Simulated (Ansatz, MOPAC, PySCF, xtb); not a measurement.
Diatomic AsS+, closed-shell singlet (lowest of 2S+1 = 1, 3, 5 at CCSD(T)/def2-TZVPP on PBE0 minima; our sources give no spin for the ground state, which may be another). No spin–orbit coupling. As is treated without relativity.

Seven points along R, fitted to fifth degree in 1/R; most abundant isotopes. In def2 and cc sets the state is the lowest found near the PBE0 minimum, followed along R. The singlet is held restricted. HF and MP2 rows in def2 and cc sets belong to the determinant that coupled cluster picked by its CCSD energy.

Codes used: Ansatz (an electronic-structure program) with Gaussian orbitals; MOPAC for AM1, PM3, PM6, PM7 (differences of heats of formation); PySCF for 3-21G rows, STO-3G rows; xtb for the GFN methods. Each number belongs to the level named beside it.

| level | r_e (Å) | ω_e (cm⁻¹) | B_e (cm⁻¹) | α_e (cm⁻¹) |
|---|---|---|---|---|
| AM1 | 1.943 | 531 | 0.199 | 0.00092 |
| PM3 | 1.873 | 586 | 0.215 | 0.00056 |
| PM6 | 1.959 | 646 | 0.196 | 0.00035 |
| PM7 | 1.861 | 620 | 0.217 | 0.00037 |
| GFN1-xTB | 1.955 | 712 | 0.197 | 0.00096 |
| GFN2-xTB | 1.962 | 681 | 0.195 | 0.0011 |
| HF/STO-3G | 1.901 | 801 | 0.208 | 0.00046 |
| HF/3-21G | 1.992 | 640 | 0.189 | 0.00067 |
| HF/def2-TZVPP | 1.904 | 764 | 0.208 | 0.00062 |
| HF/def2-QZVPP | 1.902 | 763 | 0.208 | 0.00062 |
| SVWN5/def2-TZVPP | 1.945 | 660 | 0.199 | 0.00075 |
| PBE/def2-TZVPP | 1.963 | 644 | 0.195 | 0.00074 |
| r2SCAN/def2-TZVPP | 1.944 | 674 | 0.199 | 0.00072 |
| B97M-V/def2-TZVPP | 1.938 | 684 | 0.200 | 0.00072 |
| B3LYP/def2-TZVPP | 1.949 | 666 | 0.198 | 0.00072 |
| PBE0/def2-TZVPP | 1.936 | 691 | 0.201 | 0.00069 |
| BHLYP/def2-TZVPP | 1.922 | 717 | 0.204 | 0.00067 |
| CAM-B3LYP/def2-TZVPP | 1.926 | 707 | 0.203 | 0.00068 |
| wB97X-V/def2-TZVPP | 1.918 | 728 | 0.204 | 0.00064 |
| wB97M-V/def2-TZVPP | 1.924 | 716 | 0.203 | 0.00065 |
| B2PLYP/def2-TZVPP | 1.961 | 633 | 0.196 | 0.00084 |
| MP2/def2-TZVPP | 1.967 | 621 | 0.194 | 0.00087 |
| MP2/def2-QZVPP | 1.956 | 630 | 0.197 | 0.00088 |
| MP2/CBS(def2-TZVPP, def2-QZVPP) | 1.950 | 636 | 0.198 | 0.00088 |
| SCS-MP2/def2-TZVPP | 1.964 | 631 | 0.195 | 0.00084 |
| SCS-MP2/def2-QZVPP | 1.954 | 639 | 0.197 | 0.00085 |
| CCSD/def2-TZVPP | 1.943 | 682 | 0.199 | 0.00070 |
| CCSD(T)/def2-TZVPP | 1.962 | 642 | 0.195 | 0.00079 |
| CCSD(T)/def2-QZVPP | 1.951 | 652 | 0.198 | 0.00079 |
| CCSD(T)/CBS(def2-TZVPP, def2-QZVPP) | 1.945 | 660 | 0.199 | 0.00079 |

Correlated levels freeze the inner cores; with def2 sets outer-core shells near the valence are correlated too. CBS(a, b) extrapolates the correlation energy as X⁻³ and adds the Hartree–Fock energy of set b. Rows in 3-21G, STO-3G carry no dispersion term and start afresh at each structure; the Pople sets are all-electron and without relativity. The state that AM1, PM3, PM6, PM7 reach isn't checked; PM7 holds dispersion and hydrogen-bond terms.

Doubts at one or more of the structures used: a restricted determinant that unrestricted orbitals would lower (HF/def2-TZVPP, HF/def2-QZVPP, MP2/def2-TZVPP, MP2/def2-QZVPP, MP2/CBS(def2-TZVPP, def2-QZVPP), SCS-MP2/def2-TZVPP, SCS-MP2/def2-QZVPP, CCSD/def2-TZVPP, CCSD(T)/def2-TZVPP, CCSD(T)/def2-QZVPP, CCSD(T)/CBS(def2-TZVPP, def2-QZVPP)).
